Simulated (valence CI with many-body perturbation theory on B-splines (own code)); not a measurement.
**A CI+MBPT run for Au XVII**

Calculated by relativistic CI+MBPT: three valence electrons over a frozen Dirac-Fock core [Kr] 4d10 4f14, radial functions for each j: 11 s, 11 p, 9 d, 7 f, 5 g, 2 h, 1 i, with the one-electron correlation potential Σ1 (screened to all orders), the two-electron term Σ2, the three-electron term Σ3, Breit, model QED; selected single and double excitations, second order for the rest (own B-spline code, finite nucleus).

Command, and the settings that its task file holds:

```sh
python run_cv.py task.json out
```

```
atom Au  Z=79  mass_number=197  rms_radius_fm=5.4371
core [Kr] 4d10 4f14
valence 5s2 5p1
avg = 1
basis = L
breit = 1
cap = 40000
capref = 1200
cscale = 1
de = 0.0
dress = 1
eps = 2e-08
h = 0.27
hh = 1
l2 = 3
lcore = 6
maxit = 60
n2 = 5
natural = 1
nlev = 60
nno = [7, 7, 6, 5, 4, 2, 1]
nroot = 26
nsp = [4, 4, 3, 2, 1, 0, 0]
pt2 = 1
qed = 1
rpa = 1
s1 = 1
s2 = 1
s3 = 1
screen = 1
tol = 2e-05
```

It took 120 s on 1 thread of AMD EPYC 7R43 64-Core Processor (Zen 3), with other jobs on the host.

Log. The first blocks belong to the next ion, which gives the ionisation energy. Fields: 2J, parity (1 odd), roots, reference size, generating configurations, candidates as configurations/state functions, variational space P, stored matrix elements, Davidson steps; e2 is the range of second-order energies in hartree. The first line gives the box (bohr), its intervals, the orbitals and the steps of their self-consistent field. Window is the range of levels sought, series limit the energy at which the first omitted orbital would enter, core excitation an estimate of the first excitation out of the core, left out the lowest levels not solved, and shifts from estimates the range by which levels moved from their first estimate, all in cm⁻¹.

```
rmax 11.1 intervals 62 orbitals 81 references ['5s2 5p', '5s 5p2', '5s2 5d', '5p3', '5s 5p 5d'] scf 4 t 2.4
2J=0 par=0 roots 2 ref 20 generators 4 cand 362/362 P 345/345 nnz 0 it 0
2J=0 par=0 roots 2 ref 20 generators 6 cand 37/37 P 372/372 nnz 0 it 0
   second order: generators 11 cand 10/10 e2 -0.00000 -0.00000
reference levels 723, estimated 3, window 282849 1/cm; series limit 2204623, core excitation 353561
2J=1 par=1 roots 1 ref 61 generators 3 cand 4016/5942 P 977/1429 nnz 0 it 4
2J=1 par=1 roots 1 ref 61 generators 5 cand 4315/6596 P 1347/1997 nnz 0 it 4
   second order: generators 9 cand 6075/9346 e2 -0.00001 -0.00001
2J=3 par=1 roots 1 ref 96 generators 5 cand 6606/13891 P 1034/2040 nnz 0 it 4
2J=3 par=1 roots 1 ref 96 generators 6 cand 5634/11947 P 1503/2962 nnz 1.9e+06 it 4
   second order: generators 11 cand 7883/17941 e2 -0.00002 -0.00002
left out: unestimated 467985, estimated 326029, shifts from estimates 0 to 1
operators 12.0
```

The Davidson iterations converged.

No measured spectrum was set against this ion. As an estimate, levels hold to about 250 cm⁻¹ or 0.2 % of their energy and the worst to 1 %, as in measured heavy ions of charge 2 to 7. The list stops below the first excitations out of the core. Only levels of the ground parity were solved; by the run's estimate the other parity begins above the list, which can be wrong where configurations are misplaced.

| Item | Value |
| --- | --- |
| Valence energy | -48.28108 hartree |
| Ionisation energy | 386.02 eV (NIST: 392 ± 20 eV (theoretical)) |
| Reference configurations for the orbitals | 5s2 5p, 5s 5p2, 5s2 5d, 5p3, 5s 5p 5d |
| Radial orbitals | 81 |
| Box radius | 11.09 bohr |
| Largest variational space | 2962 |
| Lowest levels | 5s²5p ²P°_1/2 0.000, 5s²5p ²P°_3/2 22.711 eV |
